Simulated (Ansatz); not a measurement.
Frontier orbitals of C2H3AlO.

```xyz
7

C    -0.1453    0.3469   -0.8686
C    -0.3705    0.8039    0.3825
Al    0.3858   -0.8755    0.8124
O     0.4225   -0.9004   -0.9637
H    -0.3523    0.8329   -1.8231
H    -0.8077    1.7599    0.6193
H     0.8674   -1.9678    1.8412
```

The species carries charge 0 and has multiplicity 1. Geometry: relaxed with PBE0-D4/def2-TZVP. Basis def2-TZVPP, Ansatz.

```tsv
functional	HOMO (eV)	LUMO (eV)	gap (eV)
PBE	-5.40	-2.18	3.22
PBE0	-6.57	-1.35	5.22
BHLYP	-7.60	-0.54	7.06
CAM-B3LYP	-7.89	-0.42	7.47
LC-ωPBE	-9.24	0.70	9.94
ωB97X-V	-8.87	0.59	9.46
ωB97M-V	-8.80	0.32	9.12
HF	-9.18	1.49	10.67
```

(1) What is the vertical ionisation energy at frozen-core CCSD(T)/CBS(def2)? (Best estimate.)

## Answers

(1) Ansatz gave: 9.05 eV (T1 of the cation 0.019).

From PBE to PBE0 the HOMO moves by −1.18 eV and the LUMO by +0.84 eV, and with ωB97M-V by −3.40 and +2.51 eV, so the gap grows from 3.21 to 9.12 eV with exact exchange. A positive LUMO is unbound and depends on the basis. −ε(HOMO) differs from that ionisation energy by −3.66 eV with PBE and −0.25 eV with ωB97M-V.

LC-ωPBE has ω = 0.4 bohr⁻¹.
